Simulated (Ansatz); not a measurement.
Geometry optimisation, UKS PBE-D4/cc-pVDZ (Ansatz 0.2.0).

The input (input.yaml):

```yaml
crystal:
  periodic: [false, false, false]
  atoms:
    - { symbol: B, position_ang: [0.0, 0.0, 0.0] }
    - { symbol: Cl, position_ang: [0.0, 0.0, 2.11] }
    - { symbol: O, position_ang: [1.2211, 0.0, -0.705] }
    - { symbol: H, position_ang: [1.5209, -0.9519, -0.8599] }
    - { symbol: O, position_ang: [-1.2211, 0.0, -0.705] }
    - { symbol: H, position_ang: [-1.7308, -0.8467, -0.4965] }
    - { symbol: F, position_ang: [0.0, 0.0, 3.91] }
magnetization:
  spin_polarized: true
  initial_magnetization: 1
basis:
  gaussian: { orbitals: cc-pVDZ }
hamiltonian:
  xc: pbe
  dispersion: d4
relax:
  f_tol: 0.15
  max_steps: 25
  restrain:
    - { distance: [1, 6], at: 1.5, k: 30.0 }
    - { distance: [0, 1], at: 3.06, k: 30.0 }
```

Launched with:

```bash
$ ansatz run input.yaml --threads 2 --pin off --max-ram 3072MiB --backend cpu --events-out ev --progress --plain --runs-dir out
```

Question: Where does it end, and by what steps?

Answer: The forces met the threshold. The restraints hold the end off the free minimum. After 13 steps the energy has risen by 0.494 eV (the restraints' own energy left out); H4 moved furthest, 0.71 Å. Parted: B1–Cl2 (2.11 → 3.04 Å).

| step | energy less start (eV) | largest force component (eV/Å) | accepted |
| --- | --- | --- | --- |
| 0 | 0.0000 | 4.190 | yes |
| 1 | 0.6494 | 4.602 | yes |
| 2 | 1.4709 | 6.660 | yes |
| 3 | 1.1443 | 4.613 | yes |
| 4 | 0.8827 | 4.092 | yes |
| 5 | 0.7155 | 3.210 | yes |
| 6 | 0.9246 | 4.393 | no |
| 7 | 0.6617 | 3.759 | yes |
| 8 | 0.6017 | 3.923 | yes |
| 9 | 0.5508 | 4.106 | yes |
| 10 | 0.5093 | 4.317 | yes |
| 11 | 0.6579 | 3.627 | no |
| 12 | 0.4718 | 3.847 | no |
| 13 | 0.4941 | 4.191 | yes |

```xyz
7
Properties=species:S:1:pos:R:3
B -0.021 -0.310 -0.462
Cl 0.020 -0.155 2.573
O 1.117 -0.380 -1.191
H 1.907 -0.411 -0.619
O -1.273 -0.299 -0.975
H -1.936 -0.241 -0.262
F -0.025 -0.003 4.190
```

Run time: 31 s on 2 threads of Arm Neoverse V1, with other jobs on the host, peak memory 0.16 GiB.
